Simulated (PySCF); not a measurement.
[Mo(Cl)4(NH2)2] (charge 0, multiplicity 1)

Method: TPSSh-D3(BJ)/def2-TZVP // TPSS-D3(BJ)/def2-SVP (PySCF 2.14.0).

| Property | Value |
|---|---|
| HOMO | -7.35 eV |
| dipole moment | 1.186 e·Å |
| HOMO–LUMO gap | 2.26 eV |
| LUMO | -5.08 eV |
| charge on the central atom (Mulliken) | 0.89 e |
| total energy | -55001.87 eV |
| cost | around 20 core-minutes (rough) |

```xyz
11

Mo    -0.0116    -0.0331    -0.0287
Cl     1.3679    -0.1385     1.8745
Cl    -0.4091    -2.3013     0.4046
Cl     0.8485    -0.8019    -2.0793
Cl     1.1698     1.9302    -0.5147
N     -1.5926     0.3162    -1.1162
H     -1.5807     0.0929    -2.1149
H     -2.4916     0.7122    -0.8304
N     -1.2797     0.7206     1.2471
H     -1.0069     0.8336     2.2271
H     -2.2355     1.0469     1.0834
```
